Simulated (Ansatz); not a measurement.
Reactions of `CO[SiH2]B(O)F`.

Computed with Ansatz on PBE0-D4/def2-TZVP structures; ΔE is electronic, products minus reactants. CCSD(T)/CBS is the MP2 limit (def2-TZVPP, def2-QZVPP) plus CCSD(T) − MP2 in def2-TZVPP, frozen cores. This one scheme is used for every species, atoms too. Functionals use def2-TZVPP. No spin–orbit coupling; open shells (•) take unrestricted orbitals. Spin–orbit coupling would lower the free atoms: a little for B, C, F, O, Si. For Ge outer-core shells are correlated without core-valence functions, so the limit isn't a true one: a few kJ/mol of doubt a bond, and 10 to 20 or more in all where bonds break to atoms. Scalar relativity is left out up to krypton. One conformer a species, not always the lowest.

```tsv
reaction	CCSD(T)/CBS(def2) (kJ/mol)
`CO[SiH2]B(O)F` + H₂S → `OB(F)[SiH2]S` + CH₃OH	35
`CO[SiH2]B(O)F` + `[SH][GeH3]` → `CO[SiH2][S][GeH3]` + `OBF`	?
`CO[SiH2]B(O)F` → `OB([SiH3])OCF`	162
`CO[SiH2]B(O)F` + `O[SiH](O)O` → `CO[SiH2]O[SiH](O)O` + `OBF`	?
`CO[SiH2]B(O)F` + `N[SiH](O)O` → `CN[SiH](O)O` + `O[SiH2]B(O)F`	-6
`CO[SiH2]B(O)F` + `[NH2][AlH2]` → `OB(F)[NH][AlH2]` + `CO[SiH3]`	?
`CO[SiH2]B(O)F` → `OBF` + `CO[SiH]`	157
`CO[SiH2]B(O)F` + `F[SiH](F)S` → `CO[SiH2]S[SiH](F)F` + `OBF`	-97
`CO[SiH2]B(O)F` → `OCB(F)O[SiH3]`	-24
`CO[SiH2]B(O)F` → B• + C• + F• + 6 H• + 2 O• + Si•	4705
```

Q: Fill in the missing values. (An estimate is asked.)

A: The calculation gave: `CO[SiH2]B(O)F` + `[SH][GeH3]` → `CO[SiH2][S][GeH3]` + `OBF`: -96.8 kJ/mol; `CO[SiH2]B(O)F` + `O[SiH](O)O` → `CO[SiH2]O[SiH](O)O` + `OBF`: -155.7 kJ/mol; `CO[SiH2]B(O)F` + `[NH2][AlH2]` → `OB(F)[NH][AlH2]` + `CO[SiH3]`: -115.2 kJ/mol.

Largest T1 diagnostic: 0.015, for `CO[SiH]`.
